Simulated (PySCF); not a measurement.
## Deuteron quadrupole couplings in `C=CC1(C=O)COC1`

C6H8O2.
Cartesian coordinates in Å at the GFN2-xTB level; atoms count from 1:
```
atom  x, y, z in Å
C1     2.158    0.466    0.125
C2     1.000    0.360    0.752
C3    -0.301    0.069    0.067
C4    -0.860    1.401   -0.369
O5    -1.775    1.971    0.148
C6    -1.292   -0.854    0.789
O7    -1.275   -1.774   -0.304
C8    -0.318   -1.010   -1.031
H9     2.248    0.328   -0.940
H10    3.068    0.683    0.657
H11    0.924    0.512    1.819
H12   -0.308    1.832   -1.228
H13   -0.918   -1.309    1.710
H14   -2.283   -0.424    0.958
H15    0.624   -1.552   -1.160
H16   -0.699   -0.690   -2.005
```

Level: PBE0/pcSseg-1 (PySCF, non-relativistic); Q(2H) = 0.00286 b; rigid geometry, the same for H and D, with no vibrational averaging.

Problem. Rank these positions by the coupling χzz of a deuteron there, largest first.
A. H12 (formyl hydrogen)
B. H11 (vinylic hydrogen)
C. H13 (methylene hydrogen)
D. H10 (vinylic hydrogen)

Solution. D (227 kHz), B (217 kHz), C (198 kHz), A (181 kHz).

Problem. Tabulate Vzz, the asymmetry η and χzz = 234.96 MHz × Q × Vzz for every hydrogen position.

Solution. 
| atom | bonded to | bond length (Å) | Vzz (au) | η | χzz (kHz) |
| --- | --- | --- | --- | --- | --- |
| H9 | C1 | 1.078 | 0.3350 | 0.05 | 225 |
| H10 | C1 | 1.076 | 0.3380 | 0.05 | 227 |
| H11 | C2 | 1.081 | 0.3236 | 0.06 | 217 |
| H12 | C4 | 1.108 | 0.2690 | 0.02 | 181 |
| H13 | C6 | 1.093 | 0.2948 | 0.05 | 198 |
| H14 | C6 | 1.093 | 0.2903 | 0.04 | 195 |
| H15 | C8 | 1.094 | 0.2915 | 0.05 | 196 |
| H16 | C8 | 1.094 | 0.2924 | 0.03 | 196 |

Problem. How does χzz go with the bond length over the 8 C–H bonds?

Solution. A straight-line fit has a slope of -15.4 kHz for each 0.01 Å, with a correlation coefficient of -0.99, over lengths from 1.076 to 1.108 Å. The longer bonds have the smaller couplings here.

Problem. Give the 2H NMR doublet splittings at H16 for a magnetic field along the z, y and x axes of the gradient: 3χ/2, 3χ(1 + η)/4, 3χ(1 − η)/4.

Solution. With |χ| = 196.5 kHz and η = 0.033: 295, 152 and 143 kHz, to first order and without motion.

One conformer (not necessarily the lowest) at the GFN2-xTB geometry, without solvent, vibrations or thermal averaging. GFN2-xTB bond lengths can be off by several hundredths of an ångström, more for odd bonds, and the gradients follow them. These gradients aren't converged with respect to the basis.

The run behind these numbers computed NMR shieldings as well. Hardware: an Arm Neoverse N1 with one thread, on a shared host. Cost: 36 s, 0.79 GiB resident at most.
